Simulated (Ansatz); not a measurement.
Computed with Ansatz on PBE0-D4/def2-TZVP structures; ΔE is electronic, products minus reactants. CCSD(T)/CBS is the MP2 limit (def2-TZVPP, def2-QZVPP) plus CCSD(T) − MP2 in def2-TZVPP, frozen cores. This one scheme is used for every species. Functionals use def2-TZVPP. For Br outer-core shells are correlated without core-valence functions, which leaves a few kJ/mol of doubt a bond. Scalar relativity is left out up to krypton. One conformer a species, not always the lowest.

Consider the formal hydrolysis of the Si–C bond: `FC[SiH2]CBr` + H₂O → `O[SiH2]CBr` + `CF`.

CCSD(T)/CBS gives -108.9 kJ/mol.

Question: Another level gave -97.9 kJ/mol. Which?
A. ωB97M-V/def2-TZVPP
B. HF/def2-TZVPP
C. CCSD/def2-TZVPP
D. PBE-D4/def2-TZVPP

Answer: D. PBE-D4 -97.9, CCSD/def2-TZVPP -113.5, ωB97M-V -108.7, HF/def2-TZVPP -132.4 kJ/mol.

Largest T1 diagnostic among the species: 0.010.

The D4 term adds +6.2 kJ/mol with B3LYP and +3.6 kJ/mol with PBE0; it sums over pairs of atoms, weighted by their polarisabilities, and B3LYP, whose exchange is more repulsive, gets the larger term. In def2-TZVPP, CCSD(T) changes the Hartree–Fock value by +21.5 kJ/mol (the triples alone add +2.6 kJ/mol) and MP2 by +18.1 kJ/mol. From PBE to PBE0 (25 % exact exchange), in def2-TZVPP and without D4, ΔE moves by −4.8 kJ/mol.

B3LYP here is the variant with VWN-RPA as its local correlation; programs differ in this.
